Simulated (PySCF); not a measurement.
Order these species by their calculated properties.

All species are isolated and taken at one optimised geometry, non-relativistic unless stated; the electronic structure was computed with PySCF and density fitting.

The conformers computed, where there is a choice (atom-mapped SMILES and torsion angles):
- `[H]/[N:6]=[CH:5]/[CH2:4][NH:3][CH2:2][CH3:1]`: C1–C2–N3–C4 -179°, C2–N3–C4–C5 73°, N3–C4–C5–N6 9°
- `[CH3:1][CH2:2][C@H:3]([NH2:4])[C:5]([F:6])([F:7])[F:8]`: C1–C2–C3–N4 -158°, C2–C3–C5–F6 177°, H–N4–C3–C2 179°, H–N4–C3–C2 -60°
- `[CH2:1]=[CH:2][CH2:3][NH2+:4][CH3:5]`: C1–C2–C3–N4 0°, C2–C3–N4–C5 180°
- `[CH3:1][O:2][C:3](=[O:4])[C:5]1=[CH:6][CH:7]=[CH:8][SiH2:9]1`: C1–O2–C3–O4 0°, O2–C3–C5–C6 180°
- `[CH3:1][NH:2][C@@H:3]([CH3:4])[C:5]([F:6])([F:7])[F:8]`: C1–N2–C3–C4 152°, N2–C3–C5–F6 -179°
- `[OH:1][c:2]1[cH:3][cH:4][c:5]([O:6][SiH3:7])[cH:8][cH:9]1`: C4–C5–O6–Si7 180°, H–O1–C2–C3 0°
- `[CH2:1][C@H:2]([CH3:3])[NH:4][CH3:5]`: C1–C2–N4–C5 -76°
- `[CH2:1]=[C:2]([CH3:3])/[CH:4]=[CH:5]\[S+:6][CH:7]([F:8])[F:9]`: C1–C2–C4–C5 180°, C4–C5–S6–C7 180°, C5–S6–C7–F8 -59°
- `[CH3:1]/[N:2]=[CH:3]/[C:4](=[O:5])[CH:6][SH:7]`: N2–C3–C4–O5 180°, C3–C4–C6–S7 180°, H–S7–C6–C4 0°

(1) Rank by lowest singlet excitation, lowest first (TDDFT PBE0/def2-SVPD at GFN2-xTB geometries).
A. `C=CC[NH2+]C`
B. `C(F)([C@H](CC)N)(F)F`
C. `CN[C@@H](C)C(F)(F)F`
D. `COC(=O)C1=CC=C[SiH2]1`
E. `N(C/C=N/[H])CC`

(2) Give the two extremes of that set as wavelengths.

(3) Rank by HOMO–LUMO gap, highest first (PBE0/def2-SVPD at GFN2-xTB geometries).
A. `COC(=O)C1=CC=C[SiH2]1`
B. `Oc1ccc(O[SiH3])cc1`
C. `C=CC[NH2+]C`
D. `CC[C@H](N)C(F)(F)F`
E. `[H]/N=C/CNCC`
F. `CN[C@@H](C)C(F)(F)F`

(4) Rank by electronic spatial extent ⟨r²⟩ about the centre of nuclear charge, lowest first (PBE0/def2-SVPD at GFN2-xTB geometries).
A. `Oc1ccc(O[SiH3])cc1`
B. `COC(=O)C1=CC=C[SiH2]1`
C. `CCNC/C=N/[H]`
D. `CN[C@@H](C)C(F)(F)F`
E. `C=CC[NH2+]C`

(5) By how much do the two ends of that ranking differ?

(6) Rank by static isotropic polarisability, lowest first (PBE0/def2-SVPD at GFN2-xTB geometries).
A. `C=CC[NH2+]C`
B. `[H]/N=C/CNCC`
C. `CN[C@@H](C)C(F)(F)F`
D. `c1cc(ccc1O[SiH3])O`

(7) By how much do the two ends of that ranking differ?

(8) Rank by HOMO energy, highest first (PBE0/def2-SVPD at GFN2-xTB geometries).
A. `CC[C@H](N)C(F)(F)F`
B. `Oc1ccc(O[SiH3])cc1`
C. `[H]/N=C/CNCC`
D. `COC(=O)C1=CC=C[SiH2]1`
E. `C=CC[NH2+]C`

(9) Rank by isotropic g value, lowest first (unrestricted B3LYP/pcH-1, mean-field spin–orbit at GFN2-xTB geometries).
A. `C/N=C/C(=O)[CH]S` [radical]
B. `[CH2][C@H]1[C@H](F)[C@@H]1Cl` [radical]
C. `[C@@H]([CH2])(C)NC` [radical]
D. `CC(=C)/C=C\[S+]C(F)F` [radical]
E. `F[C](F)Cl` [radical]

(10) By how much do the two ends of that ranking differ?

Answers

(1) D (4.04 eV), E (4.75 eV), C (6.30 eV), A (6.55 eV), B (6.94 eV).

(2) `COC(=O)C1=CC=C[SiH2]1`: 307 nm; `CC[C@H](N)C(F)(F)F`: 179 nm.

(3) D (8.31 eV), C (7.74 eV), F (7.60 eV), E (6.13 eV), B (5.72 eV), A (4.77 eV).

(4) E (550 bohr²), C (740 bohr²), D (947 bohr²), B (1546 bohr²), A (1777 bohr²).

(5) By 1227 bohr², between `Oc1ccc(O[SiH3])cc1` and `C=CC[NH2+]C`.

(6) A (52.8 au), C (61.1 au), B (66.4 au), D (103.2 au).

(7) By 50.4 au, between `Oc1ccc(O[SiH3])cc1` and `C=CC[NH2+]C`.

(8) B (-6.15 eV), C (-6.34 eV), D (-7.09 eV), A (-7.60 eV), E (-12.33 eV).

(9) C (2.00251), B (2.00293), E (2.00469), D (2.00586), A (2.00691).

(10) By 0.00440, between `C/N=C/C(=O)[CH]S` [doublet state] and `[CH2][C@H](C)NC` [doublet state].
